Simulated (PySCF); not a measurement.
Ligands exchanged one at a time, Al OH-SiH3. Isolated molecules, 0 K electronic values unless said otherwise. One relaxed conformer stands for each flexible species; it need not be the lowest. Strings in code marks are SMILES.

These are PBE-D3(BJ)/def2-TZVP // B3LYP-D3(BJ)/def2-TZVP run with PySCF values and carry that method's errors. Excitations are Tamm–Dancoff values on a coarser integration grid. The basis has no diffuse functions, so Rydberg states are missing or too high.

```json
[
 {"species": "0 of 3 OH replaced by SiH3", "S1 oscillator strength": "0.000", "T1 excitation (TDA) (eV)": "(withheld)", "HOMO–LUMO gap (eV)": "5.97", "LUMO (eV)": "(withheld)"},
 {"species": "1 of 3 OH replaced by SiH3 (`[OH][Al]([OH])[SiH3]` (H–O–Al–Si torsion 180°, Si–Al–O–H torsion -180°))", "S1 oscillator strength": "(withheld)", "T1 excitation (TDA) (eV)": "4.81", "HOMO–LUMO gap (eV)": "5.47", "LUMO (eV)": "(withheld)"},
 {"species": "2 of 3 OH replaced by SiH3 (`[OH][Al]([SiH3])[SiH3]` (H–O–Al–Si torsion 180°))", "S1 oscillator strength": "0.000", "T1 excitation (TDA) (eV)": "3.18", "HOMO–LUMO gap (eV)": "3.52", "LUMO (eV)": "-2.57"},
 {"species": "3 of 3 OH replaced by SiH3 (`[SiH3][Al]([SiH3])[SiH3]`)", "S1 oscillator strength": "0.000", "T1 excitation (TDA) (eV)": "2.64", "HOMO–LUMO gap (eV)": "2.95", "LUMO (eV)": "-3.35"}
]
```

Question: Some entries are withheld; supply them.

Answer: 
- 0 of 3 OH replaced by SiH3, T1 excitation (TDA) (eV): 5.80
- 0 of 3 OH replaced by SiH3, LUMO (eV): -1.31
- 1 of 3 OH replaced by SiH3 (`[OH][Al]([OH])[SiH3]` (H–O–Al–Si torsion 180°, Si–Al–O–H torsion -180°)), S1 oscillator strength: 0.001
- 1 of 3 OH replaced by SiH3 (`[OH][Al]([OH])[SiH3]` (H–O–Al–Si torsion 180°, Si–Al–O–H torsion -180°)), LUMO (eV): -1.45
